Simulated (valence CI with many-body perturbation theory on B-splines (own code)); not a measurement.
E1 line list for Er XX

Level of theory: valence CI with perturbative core correlation (CI+MBPT): three valence electrons over a frozen Dirac-Fock core [Kr] 4d10, a basis of 7 s, 7 p, 7 d, 7 f, 4 g, 2 h functions for each j, with the one-electron correlation potential Σ1, the two-electron term Σ2, the three-electron term Σ3, Breit, model QED; selected CI, second order for the rest, scaled by the run's own slope (own B-spline code, finite nucleus).

No measured spectrum was set against this ion. As an estimate, terms of the open shell hold to a few per cent of their energy, and close levels can change places. The list stops below the first excitations out of the core.

Lines 101 to 150 of 559 in falling wavelength, among levels below 133.58 eV, chosen from the strongest by gf and those to the six lowest levels. Wavelengths and rates use the calculated energies, so an error of 2000 cm⁻¹ moves a line at 371.5 Å by 0.74 % and its rate by three times that or more. Electric multipoles are in the length gauge, E1 and E2 with the static RPA response of the core. Weak lines are less certain than strong ones. Lines between different terms over intervals too small for the method are left out, as are lines whose strength nearly cancels. The highest levels of a list are the least certain.

Levels are named by their leading jj configuration (3d3/2^4 stands for four electrons in 3d with j = 3/2), which in mixed levels can hold well under half, so a name can repeat and another be missing. Letters in brackets count levels of one name in rising energy.

```csv
λ vac (Å),Upper,Lower,A (s⁻¹),S (a.u.)
371.5,(4f5/2 4f7/2 5p1/2) J=1/2,(4f5/2^2 5s) J=1/2,3.64e+08,1.84e-02
371.4,(4f5/2^2 5p1/2) J=7/2,(4f5/2^2 5s) J=9/2,5.32e+09,1.08e+00
371.4,(4f7/2^2 5p1/2) J=5/2,(4f7/2^2 5s) J=5/2,3.81e+09,5.78e-01
371.1,(4f7/2 5s 5p1/2) J=5/2,(4f5/2 5s^2) J=5/2,3.56e+08,5.39e-02
371.0,(4f5/2 4f7/2 5p1/2) J=3/2 [b],(4f5/2 4f7/2 5s) J=3/2 [b],5.09e+09,5.13e-01
370.8,(4f5/2 4f7/2 5p1/2) J=5/2 [a],(4f5/2 4f7/2 5s) J=7/2 [a],5.20e+09,7.86e-01
369.3,(4f7/2^2 5p1/2) J=11/2,(4f7/2^2 5s) J=13/2,6.14e+09,1.83e+00
369.0,(4f5/2 4f7/2 5p1/2) J=9/2 [b],(4f5/2 4f7/2 5s) J=7/2 [a],1.52e+09,3.78e-01
368.9,(4f5/2 4f7/2 5p1/2) J=7/2 [a],(4f5/2 4f7/2 5s) J=9/2 [a],1.07e+08,2.12e-02
368.8,(4f5/2^2 5p1/2) J=3/2,(4f5/2^2 5s) J=3/2,1.66e+09,1.64e-01
368.0,(4f7/2^2 5p1/2) J=9/2,(4f7/2^2 5s) J=9/2,3.77e+09,9.27e-01
367.3,(4f5/2 4f7/2 5p1/2) J=7/2 [b],(4f5/2 4f7/2 5s) J=9/2 [b],3.72e+09,7.28e-01
366.9,(4f5/2 4f7/2 5p1/2) J=1/2,(4f5/2 4f7/2 5s) J=3/2 [a],1.05e+08,5.13e-03
366.5,(4f7/2^2 5p1/2) J=13/2,(4f7/2^2 5s) J=13/2,4.74e+09,1.61e+00
365.8,(4f5/2^2 5p1/2) J=7/2,(4f5/2^2 5s) J=7/2,3.40e+09,6.57e-01
365.6,(4f5/2 4f7/2 5p1/2) J=7/2 [a],(4f5/2^2 5s) J=5/2,8.93e+08,1.72e-01
364.6,(4f7/2 5s 5p1/2) J=7/2 [b],(4f5/2 5s^2) J=5/2,7.04e+07,1.35e-02
364.4,(4f5/2 4f7/2 5p1/2) J=3/2 [b],(4f5/2^2 5s) J=1/2,8.02e+08,7.66e-02
364.4,(4f5/2 4f7/2 5p1/2) J=7/2 [b],(4f5/2 4f7/2 5s) J=7/2 [a],3.92e+08,7.49e-02
363.9,(4f5/2 4f7/2 5p1/2) J=9/2 [b],(4f5/2 4f7/2 5s) J=9/2 [a],2.82e+07,6.71e-03
363.0,(4f7/2^2 5p1/2) J=11/2,(4f5/2 4f7/2 5s) J=9/2 [a],8.11e+07,2.30e-02
362.6,(4f5/2 4f7/2 5p1/2) J=5/2 [a],(4f5/2^2 5s) J=5/2,2.29e+08,3.23e-02
360.9,(4f7/2^2 5p1/2) J=3/2,(4f5/2 4f7/2 5s) J=3/2 [b],6.15e+07,5.71e-03
360.2,(4f7/2^2 5p1/2) J=5/2,(4f5/2 4f7/2 5s) J=3/2 [b],6.54e+08,9.05e-02
360.1,(4f5/2 4f7/2 5p1/2) J=3/2 [b],(4f5/2 4f7/2 5s) J=3/2 [a],1.62e+08,1.49e-02
359.8,(4f7/2^2 5p1/2) J=9/2,(4f7/2^2 5s) J=11/2,5.34e+07,1.23e-02
359.5,(4f5/2 4f7/2 5p1/2) J=7/2 [b],(4f5/2 4f7/2 5s) J=9/2 [a],6.65e+08,1.22e-01
359.4,(4f5/2 4f7/2 5p1/2) J=11/2 [a],(4f5/2^2 5s) J=9/2,1.16e+09,3.20e-01
359.0,(4f7/2^2 5p1/2) J=7/2,(4f5/2 4f7/2 5s) J=7/2 [b],3.12e+08,5.70e-02
358.6,(4f5/2 4f7/2 5p1/2) J=9/2 [a],(4f5/2^2 5s) J=9/2,6.35e+08,1.45e-01
358.5,(4f5/2 4f7/2 5p1/2) J=3/2 [b],(4f5/2 4f7/2 5s) J=5/2 [b],5.53e+08,5.03e-02
358.5,(4f5/2 4f7/2 5p1/2) J=5/2 [a],(4f5/2^2 5s) J=3/2,4.63e+07,6.31e-03
357.3,(4f5/2 4f7/2 5p1/2) J=9/2 [b],(4f5/2 4f7/2 5s) J=11/2 [a],6.40e+08,1.44e-01
356.4,(4f7/2^2 5p1/2) J=11/2,(4f5/2 4f7/2 5s) J=11/2 [a],1.88e+08,5.04e-02
356.4,(4f5/2 4f7/2 5p1/2) J=7/2 [b],(4f5/2^2 5s) J=5/2,7.53e+08,1.35e-01
355.5,(4f5/2^2 5p1/2) J=5/2,(4f5/2^2 5s) J=7/2,1.11e+08,1.48e-02
354.5,(4f7/2^2 5p1/2) J=9/2,(4f5/2 4f7/2 5s) J=7/2 [b],6.82e+08,1.50e-01
353.8,(4f7/2^2 5p1/2) J=13/2,(4f5/2 4f7/2 5s) J=11/2 [a],6.12e+08,1.87e-01
352.9,(4f7/2^2 5p1/2) J=7/2,(4f5/2 4f7/2 5s) J=9/2 [b],2.38e+08,4.12e-02
350.4,(4f7/2^2 5p1/2) J=3/2,(4f5/2 4f7/2 5s) J=3/2 [a],7.13e+07,6.05e-03
350.2,(4f7/2^2 5p1/2) J=7/2,(4f5/2 4f7/2 5s) J=7/2 [a],3.41e+07,5.78e-03
349.8,(4f7/2^2 5p1/2) J=5/2,(4f5/2 4f7/2 5s) J=3/2 [a],1.54e+08,1.95e-02
349.7,(4f5/2 4f7/2 5p1/2) J=7/2 [a],(4f5/2^2 5s) J=9/2,8.19e+07,1.38e-02
348.9,(4f7/2^2 5p1/2) J=3/2,(4f5/2 4f7/2 5s) J=5/2 [b],8.02e+07,6.73e-03
348.6,(4f7/2^2 5p1/2) J=9/2,(4f5/2 4f7/2 5s) J=9/2 [b],1.05e+08,2.19e-02
348.3,(4f7/2^2 5p1/2) J=5/2,(4f5/2 4f7/2 5s) J=5/2 [b],3.34e+07,4.18e-03
347.9,(4f5/2 4f7/2 5p1/2) J=5/2 [b],(4f5/2 4f7/2 5s) J=5/2 [a],3.51e+07,4.38e-03
347.1,(4f5/2 4f7/2 5p1/2) J=5/2 [b],(4f5/2 4f7/2 5s) J=7/2 [b],7.69e+07,9.52e-03
346.0,(4f5/2 4f7/2 5p1/2) J=11/2 [b],(4f7/2^2 5s) J=9/2,4.27e+07,1.05e-02
345.9,(4f7/2^2 5p1/2) J=9/2,(4f5/2 4f7/2 5s) J=7/2 [a],9.36e+07,1.91e-02
```
